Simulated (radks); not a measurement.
Problem. La XL, configuration [Ne] 3s2 3p4 4p2 (not the ground configuration). Calculated with a radial shooting solver on a logarithmic mesh with Libxc functionals: scalar-relativistic Kohn-Sham, MS2 meta-GGA, spin-unpolarised, spherical densities, finite nucleus; meta-GGA in the generalised Kohn-Sham scheme; Fermi nuclear charge, rms radius 4.855 fm. Some entries of the table are withheld. Estimate them.

orbital,occ.,eigenvalue (hartree),r(max) (bohr),<r> (bohr)
1s,2,-1511.458,0.01607,0.02506
2s,2,-310.4784,0.09035,0.1061
2p,6,(1),0.07274,0.09301
3s,2,-117.6901,0.2452,0.2600
3p,4,(2),0.2371,0.2533
4p,2,-57.45053,0.4975,(3)

Solution. 
(1) 2p eigenvalue (hartree): -287.3501
(2) 3p eigenvalue (hartree): -110.4368
(3) 4p <r> (bohr): 0.4957
